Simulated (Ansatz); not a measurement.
System: sum formula SiNH2Cl3, charge 0, multiplicity 1. 
Coordinates optimised at B3LYP-D3(BJ)/def2-TZVP (Ansatz, a quantum-chemistry and plane-wave program):
```
Si
N 1 1.6862
H 2 1.0075 1 121.09
H 2 1.0075 3 112.95 1 -155.52
Cl 1 2.0424 2 108.29 3 163.61
Cl 1 2.0424 2 108.29 3 42.85
Cl 1 2.0541 2 115.20 3 -76.77
```

Basis-set convergence of Hartree-Fock and CCSD correlation energies (hartree) with Ansatz. Cores are frozen in the correlated levels unless marked. No spin-orbit coupling. Non-relativistic.

```
basis            functions        E(HF)  E(corr, CCSD)
---------------  ---------  -----------  -------------
aug-cc-pV(D+d)Z        169  -1723.28516       -0.77236
aug-cc-pV(T+d)Z        312          ___            ___
```

Problem. Some entries are withheld; supply them.

Solution. 
- aug-cc-pV(T+d)Z, E(HF): -1723.35897
- aug-cc-pV(T+d)Z, E(corr, CCSD): -0.96345
